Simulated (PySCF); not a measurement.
C3H4ClNSi, SMILES C1=CC=N[Si@H]1Cl. The structure is a stationary point at PBE-D3(BJ)/def2-SVP. The structure was generated by enumeration; whether it is a known compound was not checked.

Level of theory: PySCF with PBE-D3(BJ)/def2-SVP.

Harmonic wavenumbers (cm⁻¹): 107, 167, 348, 440, 479, 572, 630, 676, 701, 734, 792, 839, 922, 930, 972, 1039, 1252, 1310, 1525, 1617, 2199, 2989, 3093, 3161. Rotational constants (GHz): 5.205, 1.665, 1.446; symmetry number 1.

Q: Work out the zero-point energy and the ideal-gas rigid-rotor harmonic-oscillator thermochemistry at 298.15 K and 1 atm.

A: ZPE = ½ Σ hcν = ½ × 27494 cm⁻¹ = 164.45 kJ/mol. H − E(el) = 182.81 kJ/mol. Entropy in J/(mol K): translation 168.20, rotation 115.65, vibration 46.98, total 330.83. G − E(el) = 84.18 kJ/mol. Cp = 100.13 J/(mol K). Modes under 150 cm⁻¹ make the vibrational entropy uncertain.
